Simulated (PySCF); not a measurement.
# Static response to an electric field

Species: C₂H₆O₂Si.
Atom-mapped SMILES: `[CH3:1][C:2](=[O:3])[O:4][SiH3:5]` (hydrogens: H6, H7, H8 on C1; H9, H10, H11 on Si5)

Cartesian coordinates in Å at the PBE0-D3(BJ)/def2-SVP level; atoms count from 1:
```xyz
11
C2H6O2Si angstrom
C     -1.9285    0.0762    0.5224
C     -0.5752    0.1537   -0.1128
O     -0.3470    0.5286   -1.2361
O      0.4101   -0.2465    0.7021
Si     1.9992   -0.1843    0.0481
H     -2.1348   -0.9621    0.8211
H     -2.6927    0.4281   -0.1789
H     -1.9414    0.6832    1.4393
H      2.8346   -0.6808    1.1737
H      2.3669    1.2153   -0.2917
H      2.1176   -1.0915   -1.1233
```

Level: PBE0/def2-SVPD (PySCF), static field, nuclei fixed, core orbitals frozen in the response. The polarisability tensor in these axes (au):

```
x   68.52 -2.03 -0.37
y   -2.03 49.84 -2.59
z   -0.37 -2.59 56.06
```

Diagonalise the tensor; give its mean and Δα, where Δα² is half the sum of the squared differences of the eigenvalues.

Principal values 48.70, 56.99 and 68.73 au; mean 58.14 au = 8.62 Å³ = 9.59 × 10⁻⁴⁰ C²·m²/J; Δα = 17.44 au (30 % of the mean).

What is the dipole moment, and where does it point?

(-0.41, -0.54, 1.63) D, 1.76 D in size, pointing from the negative to the positive side. Measured along this direction, the outermost atoms are O3, H11 and H10 at the negative end and H8 and H6 at the positive end.

How large is μ²/3kT at 298 K beside α?

In Gaussian units μ²/3kT = 25.15 Å³ against 8.62 Å³, a ratio of 2.92; the Debye molar polarisation (4π/3)N_A(α + μ²/3kT) is 85.2 cm³/mol, leaving out the vibrational part.

What molar refraction does this α imply?

Lorentz–Lorenz: R = (4π/3)N_A α = 2.5225 cm³/(mol·Å³) × 8.62 Å³ = 21.7 cm³/mol, in the limit of long wavelengths.

Rayleigh depolarisation ratio (linearly polarised light, static tensor)?

ρ = 3Δα²/(45ᾱ² + 4Δα²) = 912.2/(152107 + 1216.3) = 0.00595.

One conformer (not necessarily the lowest) at the PBE0-D3(BJ)/def2-SVP geometry, without solvent, vibrations or thermal averaging.
